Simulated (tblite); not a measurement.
Compound: C5H3N2 (doublet state).
SMILES: `C=C1[CH]N=C1C#N`

Structure optimised with GFN2-xTB, isolated species. This method treats the open shell by occupation alone, without spin polarisation.

Masses are those of the commonest isotopes; rigid-rotor values at the optimised geometry. 

(1) What are A, B and C (GHz)?

(2) What kind of rotor is it?

(3) What does the inertial defect say?

(4) Give the coordinates in the principal-axis frame, origin at the centre of mass.

(5) Where do the levels up to J = 4 lie, in cm⁻¹?

(6) Estimate the classical rotational partition function at 10 K, 50 K and 500 K.

Answers

(1) Ia = 94.70, Ib = 216.03, Ic = 310.73 u·Å²; 505379 MHz·u·Å²/I gives 5337, 2339 and 1626 MHz, that is A = 5.3368, B = 2.3394, C = 1.6264 GHz.

(2) An asymmetric top; Ray's κ = -0.616.

(3) Planar: Δ = Ic − Ia − Ib = 0.00 u·Å². For a rigid frame Δ = −2 Σ m c², so it vanishes when all atoms lie in the ab plane; here none is more than 0.01 Å from it.

(4) The sense of each axis is arbitrary; atoms in the order of the calculation.
| atom | mass (u) | a (Å) | b (Å) | c (Å) |
| --- | --- | --- | --- | --- |
| C1 | 12.000 | -1.405 | 1.740 | 0.000 |
| C2 | 12.000 | -1.019 | 0.476 | 0.000 |
| C3 | 12.000 | -1.599 | -0.880 | 0.000 |
| N4 | 14.003 | -0.427 | -1.498 | 0.000 |
| C5 | 12.000 | 0.258 | -0.286 | 0.000 |
| C6 | 12.000 | 1.589 | 0.029 | 0.000 |
| N7 | 14.003 | 2.703 | 0.341 | 0.000 |
| H8 | 1.008 | -0.688 | 2.544 | 0.000 |
| H9 | 1.008 | -2.449 | 2.004 | 0.000 |
| H10 | 1.008 | -2.581 | -1.309 | 0.000 |

(5) Above 0(0,0):
J = 1: 1(0,1) 0.1323, 1(1,1) 0.2323, 1(1,0) 0.2561
J = 2: 2(0,2) 0.3931, 2(1,2) 0.4731, 2(1,1) 0.5444, 2(2,1) 0.8444, 2(2,0) 0.8481
J = 3: 3(0,3) 0.7755, 3(1,3) 0.8321, 3(1,2) 0.9744, 3(2,2) 1.2412, 3(2,1) 1.2594, 3(3,1) 1.8028, 3(3,0) 1.8032
J = 4: 4(0,4) 1.2716, 4(1,4) 1.3071, 4(1,3) 1.5423, 4(2,3) 1.7674, 4(2,2) 1.8186, 4(3,2) 2.3384, 4(3,1) 2.3410, 4(4,1) 3.1158, 4(4,0) 3.1158
Those of J = 1 are B + C, A + C and A + B.

(6) Point group Cs, symmetry number σ = 1; q = (√π/σ)·√((kT/h)³/(ABC)), k/h = 20836.6 MHz/K: 1180 at 10 K, 13200 at 50 K, 418000 at 500 K.

For this open shell read J as N, the rotation without spin; fine and hyperfine splittings come on top. Its GFN2-xTB frequencies are all real (lowest 128 cm⁻¹). These are rigid-rotor constants of the computed structure; measured ground-state constants (B0) also hold zero-point vibration.

Time: 0.11 s. Hardware: one thread, Arm Neoverse V2 (aarch64), shared host. That covers the optimisation of the geometry.
